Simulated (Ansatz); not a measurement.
Total energies of GeSe₂⁻ from Ansatz at PBE0-D4/def2-TZVPD, gas phase (1 Eh = 27.2114 eV = 2625.5 kJ/mol). The reference geometry is relaxed at r2SCAN-D4/def2-TZVPD.

```xyz
3

Ge   -0.173    0.591    0.069
Se    1.719    0.309   -1.107
Se   -1.546   -0.900    1.038
```

| state | geometry | energy (Eh) |
| --- | --- | --- |
| charge -1 doublet | reference | -6879.42959 |
| charge 0 singlet | reference | -6879.31999 |
| charge -1 quartet | relaxed at r2SCAN-D4/def2-TZVPD | -6879.34800 |

**Question.** Work out the vertical ionisation energy to the singlet.

**Answer.** E(charge 0 singlet) − E(charge -1 doublet) = -6879.31999 − (-6879.42959) = 0.10960 Eh = 2.98 eV. For comparison, −ε of the highest occupied level of the spin that leaves is 1.23 eV at this level, 1.75 eV less.

**Question.** Which of the charge -1 states is lowest, and how far above it are the others?

**Answer.** The doublet. quartet: -6879.34800 − (-6879.42959) = 0.08159 Eh = 214.2 kJ/mol.

At PBE0-D4/def2-TZVPD the highest occupied level of the charge -1 quartet lies above zero (up to 0.50 eV). It is a level of α spin, whose loss leaves a triplet; that state wasn't run at this geometry and level. The electron is either unbound and held by the finite basis, or the level is raised by self-interaction error. 

The structure comes from a short search, and lower isomers may exist.
